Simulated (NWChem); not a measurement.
# CH3Cl3Si; SMILES C[Si](Cl)(Cl)Cl

Computed with NWChem. Pople sets run with spherical d functions. STO-3G and 3-21G are far too small for this property and stand as cheap habits. Geometry: optimised at PBE0/def2-SVP. Vertical excitations in the gas phase; the lowest state need not have the same character in each row.

| level | basis functions | lowest excitation, singlet (eV) | oscillator strength of that lowest state | lowest state with f > 0.02, singlet (eV) | orbital gap (eV) |
|---|---|---|---|---|---|
| PBE/3-21G, TDA | 67 | 6.72 | 0.000 | 7.04 | 6.55 |
| PBE/6-31G*, TDA | 92 | 6.99 | 0.000 | 7.30 | 6.81 |
| PBE/6-31+G*, TDA | 112 | (withheld) | 0.000 | (withheld) | 6.51 |
| PBE/def2-SVP, TDA | 101 | 7.23 | 0.000 | 7.56 | 7.05 |

Question: Complete the blanks.

Answer: 
- PBE/6-31+G*, TDA, lowest excitation, singlet (eV): 6.65
- PBE/6-31+G*, TDA, lowest state with f > 0.02, singlet (eV): 6.98
